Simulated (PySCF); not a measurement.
# Bromine: a sound run and one with changed settings

Sound run: Br⁺ [Ar] 3d10 4s2 4p4, Br²⁺ [Ar] 3d10 4s2 4p3. All numbers are calculated (PySCF 2.14, no relativity, point nucleus, in pcseg-2). In the sound run the correlated levels freeze [Ar] 3d10. The sound run starts from symmetry-adapted Hartree-Fock orbitals and uses a fine grid where one is needed.

Changed run: all electrons correlated in a basis built for the valence shell.

```csv
species,method,sound run (hartree),changed run (hartree),converged
Br⁺,MP2,-2572.12502,-2572.23019,yes
Br²⁺,MP2,-2571.35517,-2571.45801,yes
```

Ionisation energy of Br⁺:

| method | sound run (eV) | changed run (eV) |
| --- | --- | --- |
| UHF | 20.276 | 20.276 |
| MP2 | 20.949 | 21.012 |
| SCS-MP2 | 21.016 | 21.057 |

A valence basis has no tight correlating functions, so it recovers only part of the core correlation, and not evenly between atom and ion.

For comparison, NIST gives 21.591 eV between the lowest levels.
